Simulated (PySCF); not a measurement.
## Two-component Hartree-Fock for Mo³⁺ (molybdenum, charge +3)

Start: [Kr] 4d3; 4d3/2 filled at m_j = -1/2, +1/2, +3/2. Calculated with PySCF 2.14 in x2c-QZVPPall-2c: generalised Hartree-Fock with the X2C-1e Hamiltonian and a Gaussian nucleus; one run each with spin-orbit coupling (SO) switched off, then screened by Boettger's factors.

```json
{"spinor shell": "1s1/2", "electrons": "2", "ε, spin-free (eV)": "-20141.0", "ε, screened SO (eV)": "-20140.0", "weight of nominal j (screened SO)": "1.000", "rms radius, screened SO (bohr)": "0.0404"}
{"spinor shell": "2s1/2", "electrons": "2", "ε, spin-free (eV)": "-2948.9", "ε, screened SO (eV)": "-2948.6", "weight of nominal j (screened SO)": "1.000", "rms radius, screened SO (bohr)": "0.166"}
{"spinor shell": "2p1/2", "electrons": "2", "ε, spin-free (eV)": "-2633.2", "ε, screened SO (eV)": "-2706.9", "weight of nominal j (screened SO)": "1.000", "rms radius, screened SO (bohr)": "0.145"}
{"spinor shell": "2p3/2", "electrons": "4", "ε, spin-free (eV)": "-2633.2", "ε, screened SO (eV)": "-2598.6", "weight of nominal j (screened SO)": "1.000", "rms radius, screened SO (bohr)": "0.149"}
{"spinor shell": "3s1/2", "electrons": "2", "ε, spin-free (eV)": "-562.05", "ε, screened SO (eV)": "-561.92", "weight of nominal j (screened SO)": "1.000", "rms radius, screened SO (bohr)": "0.456"}
{"spinor shell": "3p1/2", "electrons": "2", "ε, spin-free (eV)": "-455.71", "ε, screened SO (eV)": "-468.32", "weight of nominal j (screened SO)": "1.000", "rms radius, screened SO (bohr)": "0.455"}
{"spinor shell": "3p3/2", "electrons": "4", "ε, spin-free (eV)": "-455.71", "ε, screened SO (eV)": "-449.69", "weight of nominal j (screened SO)": "1.000", "rms radius, screened SO (bohr)": "0.465"}
{"spinor shell": "3d3/2", "electrons": "4", "ε, spin-free (eV)": "-282.79", "ε, screened SO (eV)": "-285.09", "weight of nominal j (screened SO)": "0.975", "rms radius, screened SO (bohr)": "0.451"}
{"spinor shell": "3d5/2", "electrons": "6", "ε, spin-free (eV)": "-282.79", "ε, screened SO (eV)": "-281.09", "weight of nominal j (screened SO)": "0.984", "rms radius, screened SO (bohr)": "0.455"}
{"spinor shell": "4s1/2", "electrons": "2", "ε, spin-free (eV)": "-111.64", "ε, screened SO (eV)": "-111.59", "weight of nominal j (screened SO)": "1.000", "rms radius, screened SO (bohr)": "1.17"}
{"spinor shell": "4p1/2", "electrons": "2", "ε, spin-free (eV)": "-79.756", "ε, screened SO (eV)": "-84.700", "weight of nominal j (screened SO)": "0.698", "rms radius, screened SO (bohr)": "1.30"}
{"spinor shell": "4p3/2", "electrons": "4", "ε, spin-free (eV)": "-79.756", "ε, screened SO (eV)": "-77.279", "weight of nominal j (screened SO)": "0.849", "rms radius, screened SO (bohr)": "1.30"}
{"spinor shell": "4d3/2", "electrons": "3", "ε, spin-free (eV)": "-40.284", "ε, screened SO (eV)": "-40.319", "weight of nominal j (screened SO)": "0.648", "rms radius, screened SO (bohr)": "1.72"}
```

| quantity | spin-free | screened SO |
| --- | --- | --- |
| E (hartree) | -4044.25389 | -4044.73750 |
| M_J | 3/2 | 3/2 |
| ⟨J²⟩ | 6.759 | 6.403 |
| ⟨L²⟩ | 12.008 | 11.981 |
| ⟨S²⟩ | 3.751 | 3.738 |

The determinant has a definite M_J but mixes levels of different J.

Each row is a mean over spinors that exchange with the open shell spreads, by up to 4.419 eV (4s1/2).

Rows whose weight is well below 1 are mixtures of j = l ± 1/2: exchange outweighs spin-orbit coupling there, and the label is only the starting occupation.

Breit and QED terms are absent; they matter most for the inner s and p1/2 levels.

Densities and radii are taken from the X2C orbitals without a picture-change correction, which distorts them close to the nucleus.

Without spin-orbit coupling the j labels of p, d and f shells carry no meaning; the spin-free column gives the mean over the occupied spinors of each nl shell, and its ⟨J²⟩ belongs to a mixture of degenerate components.
